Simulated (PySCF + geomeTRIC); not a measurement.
Species: C2H10Si2, SMILES `[SiH3]CC[SiH3]` (Si–C–C–Si torsion 180°) (charge 0, multiplicity 1).

Task: Give a relaxed geometry from TPSSh-D3(BJ)/def2-TZVP (PySCF + geomeTRIC).

Result: This is not unique; one that fits is the end point of this relaxation, one of several conformers (outside a Z-matrix the atoms follow the SMILES, hydrogens last).
Cartesian coordinates (Å) in one orientation:
```xyz
14

Si    -2.285    -0.114     0.213
C     -0.446    -0.145     0.622
C      0.446     0.145    -0.607
Si     2.285     0.114    -0.197
H     -2.586    -1.133    -0.823
H     -3.112    -0.395     1.412
H     -2.659     1.218    -0.323
H     -0.250     0.588     1.413
H     -0.197    -1.123     1.049
H      0.197     1.123    -1.034
H      0.250    -0.588    -1.398
H      3.112     0.395    -1.397
H      2.659    -1.218     0.339
H      2.586     1.133     0.839
```
